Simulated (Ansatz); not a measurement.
`C[Si](O)(Cl)Br` → `[CH3]`• + `O[Si](Cl)Br`• at 700 K and 1 bar (homolysis of the C–Si bond).

Gas-phase electronic energies from Ansatz, PBE0-D4/def2-TZVP geometries. CBS: MP2 limit from def2 TZ/QZ plus the TZ coupled-cluster correction, frozen cores. This one scheme is used for every species. No spin–orbit coupling; open shells (•) take unrestricted orbitals. For Br outer-core shells are correlated without core-valence functions, which leaves a few kJ/mol of doubt a bond. Scalar relativity is left out up to krypton. One conformer a species, not always the lowest.

```tsv
species	CCSD(T)/CBS energy (Eh)	H − E (kJ/mol)	S (J/(mol·K))
`C[Si](O)(Cl)Br`	-3437.98992	220.7	482.5
`[CH3]`•	-39.78218	106.9	232.5
`O[Si](Cl)Br`•	-3398.04806	97.3	416.1
```

H − E and S are ideal-gas, rigid-rotor, harmonic terms from PBE0-D4/def2-TZVP, for one conformer and one mirror image of each species, with the whole ground term of open shells counted as degenerate. 1 Eh = 2625.50 kJ/mol, R = 8.31446 J/(mol·K).

Question: By hand: ΔE, ΔH, ΔS and ΔG.

Answer: ΔE = (-39.78218) + (-3398.04806) − (-3437.98992) = 0.15968 Eh = 419.2 kJ/mol. Δ(H − E) = 106.9 + 97.3 − 220.7 = -16.5, so ΔH = 402.7 kJ/mol. ΔS = 232.5 + 416.1 − 482.5 = 166.1 J/(mol·K). ΔG = 402.7 − 700 × (166.1)/1000 = 286.4 kJ/mol.

Question: By hand: the equilibrium constant, and the temperature at which ΔG would vanish if ΔH and ΔS stayed fixed.

Answer: log₁₀ K = −ΔG/(RT ln 10) = -21.4. ΔG = 0 at ΔH/ΔS = 2424 K.

The number of gas molecules changes by +1, which sets the sign of ΔS. A doubt of 5 kJ/mol in ΔE shifts log₁₀ K by 0.4 here. Other conformers and mirror images would add mixing entropy, several J/(mol·K) or more a flexible species. These are equilibria of isolated gas molecules and say nothing of rates. Largest T1 diagnostic: 0.012 (customary marks: 0.02 for closed shells, 0.045 for open ones).
